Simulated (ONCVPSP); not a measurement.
## Pseudopotential generation for Hf: ONCV, PBEsol, scalar-relativistic.

ONCVPSP 4.0.1 was run on this input:

```
# ATOM AND REFERENCE CONFIGURATION
# atsym  z   nc   nv     iexc    psfile
  Hf 72.00   12    2  -116133      upf
#
#   n    l    f
    1    0    2.00
    2    0    2.00
    2    1    6.00
    3    0    2.00
    3    1    6.00
    3    2   10.00
    4    0    2.00
    4    1    6.00
    4    2   10.00
    4    3   14.00
    5    0    2.00
    5    1    6.00
    5    2    2.00
    6    0    1.00
#
# PSEUDOPOTENTIAL AND OPTIMIZATION
# lmax
    2
#
#   l,   rc,      ep,       ncon, nbas, qcut
    0    2.15    0.00    4    8    3.80
    1    1.80    0.35    3    6    4.70
    2    2.25    0.00    3    8    8.10
#
# LOCAL POTENTIAL
# lloc, lpopt,  rc(5),   dvloc0
    4    5    1.15    4.00
#
# VANDERBILT-KLEINMAN-BYLANDER PROJECTORs
# l, nproj, debl
    0    2    2.10
    1    3    0.90
    2    2    0.70
#
# MODEL CORE CHARGE
# icmod, fcfact, rcfact
    3    5.75    1.65
#
# LOG DERIVATIVE ANALYSIS
# epsh1, epsh2, depsh
   -2.00    5.00    0.02
#
# OUTPUT GRID
# rlmax, drl
    6.00    0.01
#
# TEST CONFIGURATIONS
# ncnf
    4
# nvcnf
#   n    l    f
    2
    5    2    2.00
    6    0    2.00
#
    2
    5    2    2.00
    6    0    0.00
#
    2
    5    2    1.00
    6    0    0.00
#
    2
    5    2    2.50
    6    0    1.50
#
```

Command:

```bash
oncvpsp.x < Hf.dat > Hf.out
```

The program printed (shortened: citation, most of the input echo, consistency checks and plot data are left out):

```
ONCVPSP  (Optimized Norm-Conservinng Vanderbilt PSeudopotential)
scalar-relativistic version 4.0.1

#   n    l    f        energy (Ha)
    1    0    2.00    -2.3986546E+03
    2    0    2.00    -4.1043691E+02
    2    1    6.00    -3.6044343E+02
    3    0    2.00    -9.3708013E+01
    3    1    6.00    -7.8775709E+01
    3    2   10.00    -6.1100928E+01
    4    0    2.00    -1.9071561E+01
    4    1    6.00    -1.4172707E+01
    4    2   10.00    -7.8448212E+00
    4    3   14.00    -8.7514208E-01
    5    0    2.00    -2.7192394E+00
    5    1    6.00    -1.5637941E+00
    5    2    2.00    -3.3990324E-01
    6    0    1.00    -4.0451831E-01

Reference configufation results
  iterations    38
  all-electron total energy (Ha)   -1.50733674D+04

Begin loop to  construct optimized pseudo wave functions
and semi-local pseudopoentials for all angular momenta

   Wellstate for l =  0  n =  8
     eigenvalue =   1.6955
     asymptotic potential =   2.1955
     half-point radius =  4.4184

Calculating optimized projector #   1

 for l=   0

    Fraction of norm inside rc  0.144871
    Optimizing pswf for qcut=   3.81 a_B^-1,  ecut=   7.25 Ha

optimize: ERROR ps0norm > uunorm, code will stop
```

The run stopped because the continuity conditions at rc already need more norm inside rc than the all-electron wave has, so norm conservation cannot be met.

The run took about 0.49 s on one core of a shared server CPU.
